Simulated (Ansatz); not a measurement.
Reaction (ligand exchange at a Ge–Se bond): `[CH3][Ge]([CH3])([Cl])[SeH]` + H–F → `[CH3][Ge]([CH3])([F])[Cl]` + H₂Se

Isolated molecules relaxed with PBE0-D4/def2-TZVP in Ansatz; ΔE leaves out vibrations. CCSD(T)/CBS is the MP2 limit (def2-TZVPP, def2-QZVPP) plus CCSD(T) − MP2 in def2-TZVPP, frozen cores. This one scheme is used for every species. DFT in def2-TZVPP. For Ge, Se outer-core shells are correlated without core-valence functions, which leaves a few kJ/mol of doubt a bond. Scalar relativity is left out up to krypton. One conformer a species, not always the lowest.

```csv
level,ΔE (kJ/mol)
r2SCAN-D4,-15.7
PBE0-D4,-3.0
r2SCAN,-17.6
PBE0,-9.8
MP2/def2-TZVPP,0.8
CCSD/def2-TZVPP,-12.5
HF/def2-QZVPP,-34.8
CCSD/CBS(def2),-7.7
```

Question: What does CCSD(T)/CBS give? (Best estimate.)

Answer: Ansatz gave: -4.4 kJ/mol. The listed levels differ from it by -11.3, 1.4, -13.2, -5.4, 5.2, -8.1, -30.4, -3.3 kJ/mol.

Largest T1 diagnostic among the species: 0.010.

The D4 term adds +12.2 kJ/mol with B3LYP and +6.8 kJ/mol with PBE0; it sums over pairs of atoms, weighted by their polarisabilities, and B3LYP, whose exchange is more repulsive, gets the larger term. In def2-TZVPP, CCSD(T) changes the Hartree–Fock value by +23.1 kJ/mol (the triples alone add +3.3 kJ/mol) and MP2 by +33.1 kJ/mol.

B3LYP here is the variant with VWN-RPA as its local correlation; programs differ in this.
